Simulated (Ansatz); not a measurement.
Ansatz results at the PBE0-D4/def2-TZVP geometry: HOMO energy (PBE0/def2-TZVPP) -8.50 eV; size of the dipole moment (B3LYP/def2-TZVPP) 1.54 D; LUMO energy (ωB97M-V/def2-TZVPP) 2.38 eV.

Question: Which molecule gave them?
A. `F[CH2][GeH3]`
B. `[F][Zn][CH2][SiH3]`
C. `N=[CH][Al]([SH])[Cl]`
D. `C=[CH][AlH][OH]`

Answer: A. The others give `N=[CH][Al]([SH])[Cl]`: -7.25, 1.32, -0.08; `C=[CH][AlH][OH]`: -7.96, 0.44, 0.64; `[F][Zn][CH2][SiH3]`: -8.57, 2.63, 0.75.

B3LYP here is the variant with VWN-RPA as its local correlation; programs differ in this.
